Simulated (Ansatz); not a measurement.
Relaxation of C2H5ClO2Si (11 atoms, charge 0, multiplicity 1), to a largest force component of 0.015 eV/Å in at most 40 steps.

Method: Ansatz, RKS B3LYP-D4/def2-SVP.

```xyz
11
Properties=species:S:1:pos:R:3
O 1.263 -1.012 -1.546
Si 0.967 -0.417 -0.003
C 1.104 -1.840 1.242
O 1.339 -3.032 0.682
C 0.936 -1.706 2.540
Cl 0.558 -0.281 3.446
H 2.110 -1.372 -1.705
H 1.955 0.643 0.211
H -0.406 0.206 0.016
H 1.470 -2.982 -0.234
H 1.027 -2.548 3.238
```

Question: Where does it end, and by what steps?

Answer: It converged. After 20 steps the energy has fallen by 0.436 eV; H7 moved furthest, 0.85 Å.

```csv
step,energy less start (eV),largest force component (eV/Å),accepted
0,0.0000,2.307,yes
1,-0.2953,1.109,yes
2,-0.3067,2.155,yes
3,-0.3729,0.752,yes
4,-0.3860,0.351,yes
5,-0.3941,0.147,yes
6,-0.4057,0.134,yes
7,-0.4089,0.218,yes
8,-0.4160,0.178,yes
9,-0.3454,0.638,no
10,-0.4277,0.102,yes
11,-0.4295,0.143,yes
12,-0.4288,0.219,no
13,-0.4304,0.533,yes
14,-0.4354,0.032,yes
15,-0.4354,0.027,yes
16,-0.4354,0.024,yes
17,-0.4351,0.250,no
18,-0.4357,0.015,yes
19,-0.4358,0.074,yes
20,-0.4359,0.005,yes
```

```xyz
11
Properties=species:S:1:pos:R:3
O 1.479 -1.327 -1.309
Si 1.092 -0.438 0.070
C 1.116 -1.889 1.280
O 1.410 -3.106 0.750
C 0.862 -1.757 2.593
Cl 0.487 -0.180 3.253
H 1.572 -0.899 -2.167
H 2.123 0.595 0.360
H -0.243 0.210 -0.055
H 1.557 -2.978 -0.204
H 0.869 -2.575 3.315
```

Time of the run: 58 s on 2 threads of Intel(R) Xeon(R) Platinum 8488C (Sapphire Rapids), with other jobs on the host, peak memory 0.3 GiB.
